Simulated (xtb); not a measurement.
C3H10NSi, SMILES C[Si]([NH])(C)C (connectivity only; charge and spin as stated), charge -1, multiplicity 1. All values are semi-empirical tight-binding results from xtb (GFN2-xTB unless named), good for trends rather than for accurate numbers. The structure is a stationary point at GFN2-xTB. The multiplicity is an assumed one; other spin states were not compared. The isomer is the one that the SMILES or the coordinates give; other isomers of the formula were not compared. Other conformers were not sampled.

Optimised geometry:

Bond lengths (Å): C1–Si2 1.945, C1–H6 1.089, C1–H7 1.090, C1–H8 1.090, Si2–C3 1.915, Si2–C4 1.945, Si2–N5 1.651, C3–H9 1.086, C3–H10 1.089, C3–H11 1.086, C4–H12 1.090, C4–H13 1.091, C4–H14 1.089, N5–H15 1.016. Angles (°): Si2–C1–H6 110.0, Si2–C1–H7 114.6, Si2–C1–H8 110.4, H6–C1–H7 107.4, H6–C1–H8 106.9, H7–C1–H8 107.3, C1–Si2–C3 103.2, C1–Si2–C4 99.4, C1–Si2–N5 120.1, C3–Si2–C4 103.2, C3–Si2–N5 108.3, C4–Si2–N5 120.2, Si2–C3–H9 110.5, Si2–C3–H10 112.8, Si2–C3–H11 110.4, H9–C3–H10 107.8, H9–C3–H11 107.4, H10–C3–H11 107.7, Si2–C4–H12 114.5, Si2–C4–H13 110.4, Si2–C4–H14 110.0, H12–C4–H13 107.3, H12–C4–H14 107.4, H13–C4–H14 106.9, Si2–N5–H15 117.3.
Charge -1, spin multiplicity 1.

Task: Estimate the properties. (Estimate from the structure and the level; the computed values follow.)

Result: 
- orbital gap: 6.18 eV
- zero-point energy: 77.2 kcal/mol
- G − E(el) at 298.15 K (modified RRHO): 56.4 kcal/mol
- static polarisability (D4 model): 80.6 bohr³
- solvation energy, GFN2-xTB/ALPB(water): -51.7 kcal/mol
- solvation energy, GFN2-xTB/ALPB(methanol): -51.8 kcal/mol

Computed atomic charges and the Wiberg bond orders between heavy atoms:
charges (e) C1 -0.18, Si2 0.39, C3 -0.17, C4 -0.18, N5 -0.55, H6 -0.04, H7 -0.03, H8 -0.05, H9 -0.04, H10 -0.04, H11 -0.04, H12 -0.03, H13 -0.05, H14 -0.04, H15 0.07. Bond orders C1–Si2 0.78, Si2–C3 0.79, Si2–C4 0.78, Si2–N5 1.82.
